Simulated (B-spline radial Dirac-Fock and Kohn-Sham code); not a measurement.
Ge²⁺: eigenvalues, ΔSCF and the reference

System: germanium as Ge²⁺, configuration [Ar] 3d10 4s1 4p1 (not the ground configuration).

The density-functional columns are spherical, spin-unpolarised Dirac-Kohn-Sham results without Breit or QED terms: −ε is minus the orbital energy of the initial state and ΔSCF the difference of two total energies. The reference in the last column comes from Dirac-Fock (average of configuration) total-energy differences with a finite nucleus, the Breit interaction including its frequency dependence, and self-energy and vacuum-polarisation corrections. All numbers are from a radial B-spline solver, in eV; a selection of levels is shown. For the 1s level of heavy atoms much of the gap between ΔSCF and the reference is the Breit and QED part, -22.4 eV here; for other levels the error of the functional can be larger.

| level | LDA −ε | LDA ΔSCF | Dirac-Fock |
| --- | --- | --- | --- |
| 1s | 10959.8 | 11157.0 | 11136.1 |
| 2s | 1390.6 | 1422.2 | 1450.0 |
| 2p1/2 | 1240.7 | 1279.5 | 1281.4 |
| 2p3/2 | 1208.9 | 1246.7 | 1250.2 |
| 3p1/2 | 140.0 | 152.3 | 160.3 |
| 3p3/2 | 135.7 | 147.9 | 156.1 |
| 3d3/2 | 51.54 | 63.03 | 60.17 |
| 3d5/2 | 50.95 | 62.39 | 59.62 |
| 4s | 30.59 | 36.15 | 34.45 |
| 4p | 20.95 | 25.64 | 24.43 |

Values without a named source are computed, but for edge energies of neutral atoms, which are taken from tables.
